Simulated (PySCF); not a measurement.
GaH₃OSe₂. Atoms are numbered in the order given.

```xyz
7

Ga    -0.5466     0.0040     0.0000
O     -2.3314     0.1252     0.0000
H     -2.8127    -0.7119     0.0000
Se     0.5060    -2.0933     0.0000
H      1.8470    -1.4781     0.0000
Se     0.5148     2.0817     0.0000
H      1.8548     1.4626     0.0000
```

Coordinates come from a B3LYP-D3(BJ)/def2-SVP optimisation. One conformer was computed; it need not be the lowest.

These are TDA-PBE/def2-SVPD (PySCF) values and carry that method's errors.

Vertical excitations. The molecule is in vacuum. State labels are in the subgroup Cs.

### Question
Give excitation energies, oscillator strengths and character. (Estimate from the structure and the level; the computed values follow.)

### Answer

| state | symmetry | energy (eV) | λ (nm) | f | main pairs |
|---|---|---|---|---|---|
| S1 | A" | 4.04 | 307 | 0.000 | HOMO→LUMO 100 % |
| S2 | A" | 4.43 | 280 | 0.021 | HOMO−1→LUMO 99 % |
| S3 | A" | 4.59 | 270 | 0.000 | HOMO→LUMO+1 99 % |
| S4 | A' | 4.93 | 251 | 0.009 | HOMO→LUMO+2 77 %, HOMO−2→LUMO 21 % |
| S5 | A" | 4.94 | 251 | 0.005 | HOMO−1→LUMO+1 98 % |
| S6 | A' | 5.44 | 228 | 0.024 | HOMO−1→LUMO+2 79 %, HOMO−4→LUMO 13 % |
| S7 | A" | 5.59 | 222 | 0.010 | HOMO→LUMO+3 90 % |
| S8 | A" | 5.69 | 218 | 0.025 | HOMO−3→LUMO 92 % |
| S9 | A' | 5.76 | 215 | 0.098 | HOMO−2→LUMO+1 82 %, HOMO−2→LUMO 13 % |
| S10 | A" | 5.85 | 212 | 0.006 | HOMO→LUMO+4 94 % |
| T1 | A" | 3.78 | 328 | 0 | HOMO→LUMO 99 % |
| T2 | A" | 4.11 | 302 | 0 | HOMO−1→LUMO 99 % |
| T3 | A" | 4.40 | 282 | 0 | HOMO→LUMO+1 98 % |
| T4 | A' | 4.48 | 277 | 0 | HOMO→LUMO+2 95 % |
Triplets are in the Tamm–Dancoff approximation.
